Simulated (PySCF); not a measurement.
# Working out the ionisation energy of Cs

Cs [Xe] 6s1 (2S) → Cs⁺ [Xe] (1S). All numbers are calculated (PySCF 2.14, the spin-free X2C one-electron Hamiltonian (Gaussian nucleus), in x2c-TZVPPall with one added diffuse shell each of s, p, d type (12s8p7d2f1g, 94 functions)). Frozen: [Kr] 4d10. Energies in hartree (1 hartree = 27.21139 eV):

```
            part    Cs (lower)   Cs⁺ (upper)
             UHF  -7783.064980  -7782.937238
CCSD correlation     -0.171760     -0.159516
             (T)     -0.005333     -0.004255
```

**Question.** What does Hartree-Fock give?

**Answer.** (-7782.937238) − (-7783.064980) = 0.127742 hartree = 3.476 eV.

**Question.** What do CCSD and CCSD(T) give?

**Answer.** The CCSD correlation energies differ by 0.012244 hartree = 0.333 eV and the triples by 0.001078 hartree = 0.029 eV, so CCSD gives 3.809 eV and CCSD(T) 3.838 eV.

Measured between the centres of the two terms (NIST): 3.894 eV, so CCSD(T) (valence and next inner shell) is off by -0.056 eV.

What remains against the reference includes basis incompleteness, the frozen core and higher excitations.
